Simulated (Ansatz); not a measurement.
Ansatz (a program for electronic structure) input (B97M-V/def2-TZVPD):

Ansatz 0.2 input:
```yaml
crystal:
  periodic: [false, false, false]
  atoms:
    - {symbol: C, position_ang: [-1.85519172, -1.32641834, 0.05309644]}
    - {symbol: C, position_ang: [-0.97739514, -0.37151961, 0.77935050]}
    - {symbol: C, position_ang: [0.00489145, 0.52967026, 0.08456613]}
    - {symbol: C, position_ang: [0.87502572, 1.23960576, 1.13060507]}
    - {symbol: C, position_ang: [-0.76507703, 1.60286404, -0.71972305]}
    - {symbol: C, position_ang: [0.89179781, -0.25806770, -0.91065314]}
    - {symbol: C, position_ang: [1.73034557, -1.37463700, -0.29572683]}
    - {symbol: H, position_ang: [-2.44781997, -1.92560185, 0.74471246]}
    - {symbol: H, position_ang: [-2.56123775, -0.81404985, -0.61708330]}
    - {symbol: H, position_ang: [-1.28700262, -2.01464667, -0.58180142]}
    - {symbol: H, position_ang: [-1.18569948, -0.17576694, 1.82459167]}
    - {symbol: H, position_ang: [0.25729033, 1.86196076, 1.78154454]}
    - {symbol: H, position_ang: [1.61293786, 1.88567807, 0.64964527]}
    - {symbol: H, position_ang: [1.40604071, 0.52617412, 1.76130684]}
    - {symbol: H, position_ang: [-0.06700259, 2.28332597, -1.21424361]}
    - {symbol: H, position_ang: [-1.38979596, 1.14595194, -1.48895845]}
    - {symbol: H, position_ang: [-1.40882634, 2.19253801, -0.06465161]}
    - {symbol: H, position_ang: [0.25020154, -0.67646047, -1.69092438]}
    - {symbol: H, position_ang: [1.54874840, 0.45685124, -1.41548157]}
    - {symbol: H, position_ang: [2.46830369, -0.98543557, 0.40699643]}
    - {symbol: H, position_ang: [1.10552227, -2.08802888, 0.24502050]}
    - {symbol: H, position_ang: [2.27195972, -1.92147410, -1.06976404]}
basis:
  gaussian:
    orbitals: def2-TZVPD
hamiltonian:
  xc: {name: B97M-V}
magnetization: {spin_polarized: true, initial_magnetization: 1}
output: {forces: true}
```

End of the output:

```
Atom 8 at    -2.561238    -0.814050    -0.617083 Å, force     0.069980    -0.063849     0.056354 eV/Å
Atom 9 at    -1.287003    -2.014647    -0.581801 Å, force    -0.058019     0.066326     0.055736 eV/Å
Atom 10 at    -1.185699    -0.175767     1.824592 Å, force     0.027271    -0.007154    -0.088744 eV/Å
Atom 11 at     0.257290     1.861961     1.781545 Å, force     0.056189    -0.069086    -0.071062 eV/Å
Atom 12 at     1.612938     1.885678     0.649645 Å, force    -0.078323    -0.064929     0.039447 eV/Å
Atom 13 at     1.406041     0.526174     1.761307 Å, force    -0.055816     0.068052    -0.060141 eV/Å
Atom 14 at    -0.067003     2.283326    -1.214244 Å, force    -0.059162    -0.068337     0.045391 eV/Å
Atom 15 at    -1.389796     1.145952    -1.488958 Å, force     0.059285     0.035186     0.072035 eV/Å
Atom 16 at    -1.408826     2.192538    -0.064652 Å, force     0.070885    -0.061950    -0.065077 eV/Å
Atom 17 at     0.250202    -0.676460    -1.690924 Å, force     0.030104     0.041937     0.052757 eV/Å
Atom 18 at     1.548748     0.456851    -1.415482 Å, force    -0.063553    -0.038698     0.037696 eV/Å
Atom 19 at     2.468304    -0.985436     0.406996 Å, force    -0.082392    -0.048340    -0.074854 eV/Å
Atom 20 at     1.105522    -2.088029     0.245021 Å, force     0.060755     0.069927    -0.054580 eV/Å
Atom 21 at     2.271960    -1.921474    -1.069764 Å, force    -0.067501     0.067975     0.111307 eV/Å
Dipole moment:    -0.027106    -0.001139    -0.035187 e Å
```

It need not be the lowest isomer of its formula.
